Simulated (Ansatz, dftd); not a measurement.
System: H$_{5}$Si$_{2}$OF, charge 0, singlet. H5Si2OF (SMILES O([SiH2]F)[SiH3]).
B3LYP-D3(BJ)/def2-TZVP minimum from Ansatz (an electronic-structure program):
```
O
Si 1 1.6188
F 2 1.6008 1 109.56
Si 1 1.6440 2 150.38 3 64.55
H 2 1.4711 3 107.69 1 -118.21
H 2 1.4746 5 113.19 3 118.08
H 4 1.4774 1 108.10 2 152.26
H 4 1.4783 7 109.95 1 -119.54
H 4 1.4810 7 109.79 8 -120.68
```
Charge 0, spin multiplicity 1.

Wanted: atomisation energy (electronic, to ground-state atoms), in kcal/mol. Radicals and triplets start from unrestricted determinants; spin-orbit coupling is neglected. Correlated methods leave the cores frozen. Rows without X2C or -DK are non-relativistic. CBS(X,Y): correlation extrapolated as X^-3, Hartree-Fock from the larger set. A bracket is a step between two methods taken in the basis named. Functionals run without relativity, which enters their misses. Double hybrids freeze cores in their MP2 part. 'core' is core correlation in cc-pwCVTZ (1s frozen past Ne), 'X2C' scalar relativity in cc-pVTZ-DK, both at CCSD(T). For partners of very few electrons the exact lower level stands in for a higher one.

```json
[
 {"level": "HF/cc-pV(D+d)Z", "program": "Ansatz", "atomisation energy (kcal/mol)": "551.2", "difference against the last row": "-213.0"},
 {"level": "HF/cc-pV(Q+d)Z", "program": "Ansatz", "atomisation energy (kcal/mol)": "582.2", "difference against the last row": "-182.0"},
 {"level": "PBE-D3(BJ)/def2-TZVPD", "program": "Ansatz + dftd3", "atomisation energy (kcal/mol)": "749.4", "difference against the last row": "-14.8"},
 {"level": "B3LYP-D3(BJ)/def2-TZVPD", "program": "Ansatz + dftd3", "atomisation energy (kcal/mol)": "756.0", "difference against the last row": "-8.2"},
 {"level": "B2PLYP-D3(BJ)/def2-TZVPD", "program": "Ansatz + dftd3", "atomisation energy (kcal/mol)": "752.3", "difference against the last row": "-11.9"},
 {"level": "B2PLYP-D4/def2-TZVPD", "program": "Ansatz + dftd4", "atomisation energy (kcal/mol)": "751.7", "difference against the last row": "-12.5"},
 {"level": "B2GP-PLYP-D3(BJ)/def2-TZVPD", "program": "Ansatz + dftd3", "atomisation energy (kcal/mol)": "752.0", "difference against the last row": "-12.2"},
 {"level": "B2GP-PLYP-D4/def2-TZVPD", "program": "Ansatz + dftd4", "atomisation energy (kcal/mol)": "750.6", "difference against the last row": "-13.6"},
 {"level": "B2GP-PLYP/def2-TZVPD", "program": "Ansatz", "atomisation energy (kcal/mol)": "748.9", "difference against the last row": "-15.3"},
 {"level": "MP2/cc-pV(D+d)Z", "program": "Ansatz", "atomisation energy (kcal/mol)": "698.1", "difference against the last row": "-66.1"},
 {"level": "CCSD(T)/cc-pV(D+d)Z", "program": "Ansatz", "atomisation energy (kcal/mol)": "687.8", "difference against the last row": "-76.4"},
 {"level": "CCSDT(Q)/cc-pV(D+d)Z", "program": "Ansatz", "atomisation energy (kcal/mol)": "688.3", "difference against the last row": "-75.9"},
 {"level": "CCSD(T)/CBS(cc-pV(T+d)Z,cc-pV(Q+d)Z) + [CCSDT(Q) - CCSD(T)]/cc-pV(D+d)Z + core + X2C", "program": "Ansatz", "atomisation energy (kcal/mol)": "764.2", "difference against the last row": "0.0"}
]
```
